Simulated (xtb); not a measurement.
C3H9SeSi, doublet, at a GFN2-xTB geometry. Base run: GFN0-xTB (xtb 6.7.1).

The xtb input:
```
$ xtb mol.xyz --gfn 0 --uhf 1 --json

# file mol.xyz
14

C     -0.76446931     1.38227735    -1.66547708
Si    -0.19635877    -0.20186911    -0.77004154
C      1.35620887    -0.93436835    -1.59892814
C     -1.60254119    -1.48707637    -0.69955950
Se     0.35592034     0.36590839     1.39577896
H     -1.03758786     1.17054236    -2.69410661
H     -1.62721545     1.81949401    -1.17220591
H      0.02454878     2.12805111    -1.67429123
H      1.70101109    -1.81628711    -1.06776293
H      1.15062495    -1.21987870    -2.62543836
H      2.16887662    -0.21442966    -1.60700013
H     -1.90234878    -1.79018813    -1.69742864
H     -2.47463344    -1.08185854    -0.19551649
H     -1.29073474    -2.37515889    -0.15836460
```

Variants of this job, named by their change:

```csv
change,ΔE vs base (kcal/mol)
base,0.000
etemp = 10000,-48.55
acc = 0.1,0.000
```
